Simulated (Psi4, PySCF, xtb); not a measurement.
Conformational energy of SMILES c1cccc(c1C)C(O)=O (C8H8O2). Scanned: dihedral O9–C8–O10–H18; all other coordinates were relaxed at GFN2-xTB. Points at φ and −φ are mirror images. Heavy atoms are numbered in the order of the SMILES Cc1ccccc1C(=O)O, hydrogens after them in the order of the atoms that carry them; the mirror image has the same energies with the sign of each dihedral reversed.

Levels of theory: RHF/STO-3G = restricted Hartree-Fock/STO-3G // GFN2-xTB (PySCF); GFN1-xTB // GFN2-xTB (xtb); PBE/def2-SVP // GFN2-xTB (Psi4).

Energies in kcal/mol, each method relative to its own lowest point.

```json
[
 {"φ / °": "-165", "RHF/STO-3G": "7.0", "GFN1-xTB": "8.5", "PBE/def2-SVP": "5.9"},
 {"φ / °": "-150", "RHF/STO-3G": "7.5", "GFN1-xTB": "9.3", "PBE/def2-SVP": "7.0"},
 {"φ / °": "-135", "RHF/STO-3G": "8.3", "GFN1-xTB": "10.6", "PBE/def2-SVP": "8.9"},
 {"φ / °": "-120", "RHF/STO-3G": "9.3", "GFN1-xTB": "11.8", "PBE/def2-SVP": "10.9"},
 {"φ / °": "-105", "RHF/STO-3G": "9.9", "GFN1-xTB": "12.5", "PBE/def2-SVP": "12.5"},
 {"φ / °": "-90", "RHF/STO-3G": "9.9", "GFN1-xTB": "12.1", "PBE/def2-SVP": "12.7"},
 {"φ / °": "-75", "RHF/STO-3G": "9.0", "GFN1-xTB": "10.6", "PBE/def2-SVP": "11.4"},
 {"φ / °": "-60", "RHF/STO-3G": "7.2", "GFN1-xTB": "8.2", "PBE/def2-SVP": "8.8"},
 {"φ / °": "-45", "RHF/STO-3G": "4.9", "GFN1-xTB": "5.3", "PBE/def2-SVP": "5.7"},
 {"φ / °": "-30", "RHF/STO-3G": "2.5", "GFN1-xTB": "2.6", "PBE/def2-SVP": "2.8"},
 {"φ / °": "-15", "RHF/STO-3G": "0.7", "GFN1-xTB": "0.7", "PBE/def2-SVP": "0.7"},
 {"φ / °": "0", "RHF/STO-3G": "0.0", "GFN1-xTB": "0.0", "PBE/def2-SVP": "0.0"},
 {"φ / °": "15", "RHF/STO-3G": "0.7", "GFN1-xTB": "0.7", "PBE/def2-SVP": "0.7"},
 {"φ / °": "30", "RHF/STO-3G": "2.5", "GFN1-xTB": "2.6", "PBE/def2-SVP": "2.8"},
 {"φ / °": "45", "RHF/STO-3G": "4.9", "GFN1-xTB": "5.3", "PBE/def2-SVP": "5.7"},
 {"φ / °": "60", "RHF/STO-3G": "7.2", "GFN1-xTB": "8.2", "PBE/def2-SVP": "8.8"},
 {"φ / °": "75", "RHF/STO-3G": "9.0", "GFN1-xTB": "10.6", "PBE/def2-SVP": "11.4"},
 {"φ / °": "90", "RHF/STO-3G": "9.9", "GFN1-xTB": "12.1", "PBE/def2-SVP": "12.7"},
 {"φ / °": "105", "RHF/STO-3G": "9.9", "GFN1-xTB": "12.5", "PBE/def2-SVP": "12.5"},
 {"φ / °": "120", "RHF/STO-3G": "9.3", "GFN1-xTB": "11.8", "PBE/def2-SVP": "10.9"},
 {"φ / °": "135", "RHF/STO-3G": "8.3", "GFN1-xTB": "10.6", "PBE/def2-SVP": "8.9"},
 {"φ / °": "150", "RHF/STO-3G": "7.5", "GFN1-xTB": "9.3", "PBE/def2-SVP": "7.0"},
 {"φ / °": "165", "RHF/STO-3G": "7.0", "GFN1-xTB": "8.5", "PBE/def2-SVP": "5.9"},
 {"φ / °": "180", "RHF/STO-3G": "7.1", "GFN1-xTB": "8.4", "PBE/def2-SVP": "6.0"}
]
```
